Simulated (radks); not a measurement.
The lithium ion Li2+, configuration 1s1 (the NIST ground configuration).

Calculated with a radial shooting solver on a logarithmic mesh with Libxc functionals: scalar-relativistic Kohn-Sham, PBE, spin-unpolarised, spherical densities, point nucleus; without spin polarisation the odd electron is poorly described.

Energy parts (hartree):
part                    energy
total                 -4.34457
kinetic                4.33006
electron-nucleus      -8.82751
Hartree                0.91344
exchange-correlation  -0.76056

Orbitals (lengths in bohr, moments of r in powers of bohr; <r^-3> diverges for s and p1/2):
[
 {"orbital": "1s", "occ.": "1", "eigenvalue (hartree)": "-3.63529", "<r^-3>": "-", "<r^4>": "0.3278", "<r^2>": "0.3569"}
]

The highest occupied level is 1s at -98.921 eV. The density falls to 0.001 e/bohr^3 at r = 1.56 bohr.
